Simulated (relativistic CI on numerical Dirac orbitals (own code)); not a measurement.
Calculated at this level of theory: Dirac-Coulomb-Breit CI, orbitals from a KLI potential per configuration, model QED, unscaled Slater integrals (own radial code, finite nucleus).

Configuration list (outside the closed core 1s2): 2s2.2p2, 2s.2p3, 2p4, 2p3.3s, 2p3.3p, 2s2.2p.3s, 2p3.3d, 2s2.2p.3p, 2s2.2p.3d, 2s.2p2.3s, 2s.2p2.3p, 2s.2p2.3d, 2s2.2p.4s, 2s2.2p.4p, 2s2.2p.4d, 2s2.2p.4f, 2s2.3s2, 2s.2p2.4s, 2s2.3s.3p, 2s.2p2.4p, 2s2.3s.3d, 2s2.2p.5s, 2s.2p2.4d, 2s2.3p2, 2s.2p2.4f, 2s2.2p.5p, 2s2.2p.5d, 2s2.2p.5f, 2s2.2p.5g, 2s2.3p.3d, 2s.2p.3s2, 2s2.3d2, 2s.2p.3s.3p, 2s.2p.3s.3d, 2s.2p.3p2, 2s.2p.3p.3d. Levels of other configurations are missing.

At this charge energies of transitions that change n are usually good to better than 1 %, and those within a shell (Δn = 0) to a few per cent.

Outline of the computed level scheme of Ir LXXII. Lowest level of each configuration: 2s2.2p2 3P_0 at 0.0 eV; 2s.2p3 3P°_2 at 2023.6 eV; 2p4 3P_2 at 4183.0 eV; 2s2.2p.3s 3P°_0 at 11433.6 eV; 2s2.2p.3p 3D_1 at 11528.1 eV; 2s.2p2.3s 5P_1 at 11730.8 eV; 2s.2p2.3p 3P°_1 at 11834.6 eV; 2s2.2p.3d 3F°_2 at 12122.8 eV; 2s.2p2.3d 3D_1 at 12422.1 eV.

Some strong electric-dipole decays among the lowest 45 levels: 2s2.2p.3d 3D°_1 → 2s2.2p2 3P_0 (2.3e+15 s⁻¹); 2s.2p2.3d 3D_3 → 2s.2p3 3P°_2 (1.8e+15 s⁻¹); 2s2.2p.3d 3F°_3 → 2s2.2p2 1D_2 (1.8e+15 s⁻¹); 2s2.2p.3d 3P°_2 → 2s2.2p2 3P_1 (1.6e+15 s⁻¹); 2s.2p2.3d 3F_2 → 2s.2p3 1P°_1 (1.6e+15 s⁻¹); 2s.2p2.3p 3P°_1 → 2s2.2p2 3P_0 (6.5e+14 s⁻¹); 2s.2p2.3p 3D°_1 → 2s2.2p2 3P_0 (6.3e+14 s⁻¹); 2s.2p2.3d 3D_2 → 2s.2p3 3P°_2 (3.2e+14 s⁻¹).

LS names give the leading component of a level, which can be under half, so a name can repeat, a term be missing and a line seem to break the LS rules.
